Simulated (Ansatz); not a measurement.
**C2H9AlSi: where a starting geometry ends**

The starting geometry of this gas-phase singlet was optimised with GFN2-xTB; its bonds are those of `[CH3][AlH][SiH2]C`.

```xyz
13

C    -1.1521    1.9932   -1.1207
C    -1.7082   -1.9569    2.3721
Al   -1.5682    0.4491    0.0665
Si   -0.2783   -0.9709    1.5581
H    -1.3667    2.9647   -0.6570
H    -1.7807    1.9515   -2.0216
H    -0.1115    2.0452   -1.4670
H    -3.0878    0.0427    0.0313
H     0.5127   -0.3859    2.6704
H     0.6505   -1.9819    0.9882
H    -2.3766   -2.3441    1.6044
H    -2.2974   -1.3047    3.0127
H    -1.3665   -2.7934    2.9725
```

**Question.** Where would you expect an optimisation with r2SCAN-D4/def2-SVP to take it?

**Answer.** It keeps its bonds, and is `[CH3][AlH][SiH2]C`.

The energy falls by 0.19 eV over 30 steps:

```csv
step,E − E(last) (eV)
1,0.189
4,0.028
7,0.001
11,0.001
14,0.000
17,0.000
20,0.000
24,0.000
27,0.000
30,0.000
```

Final geometry (Å):

```json
{"atom": "C", "x (Å)": "-1.0055", "y (Å)": "1.9397", "z (Å)": "-1.1013"}
{"atom": "C", "x (Å)": "-1.6158", "y (Å)": "-2.1367", "z (Å)": "2.4964"}
{"atom": "Al", "x (Å)": "-1.8770", "y (Å)": "0.5993", "z (Å)": "0.0309"}
{"atom": "Si", "x (Å)": "-0.5823", "y (Å)": "-0.9204", "z (Å)": "1.4751"}
{"atom": "H", "x (Å)": "-1.3716", "y (Å)": "2.9536", "z (Å)": "-0.8567"}
{"atom": "H", "x (Å)": "-1.2653", "y (Å)": "1.7785", "z (Å)": "-2.1636"}
{"atom": "H", "x (Å)": "0.0933", "y (Å)": "1.9545", "z (Å)": "-1.0258"}
{"atom": "H", "x (Å)": "-3.4742", "y (Å)": "0.5117", "z (Å)": "-0.0043"}
{"atom": "H", "x (Å)": "0.2776", "y (Å)": "-0.1083", "z (Å)": "2.4063"}
{"atom": "H", "x (Å)": "0.3912", "y (Å)": "-1.6970", "z (Å)": "0.6294"}
{"atom": "H", "x (Å)": "-2.2216", "y (Å)": "-2.7832", "z (Å)": "1.8420"}
{"atom": "H", "x (Å)": "-2.3059", "y (Å)": "-1.5999", "z (Å)": "3.1663"}
{"atom": "H", "x (Å)": "-0.9737", "y (Å)": "-2.7833", "z (Å)": "3.1150"}
```

Frequencies at the end are all real (lowest 22 cm⁻¹). Run with Ansatz 0.2.0, 2.6 min on 2 threads of Intel(R) Xeon(R) Processor @ 2.50GHz (Skylake/Cascade Lake) (shared host).
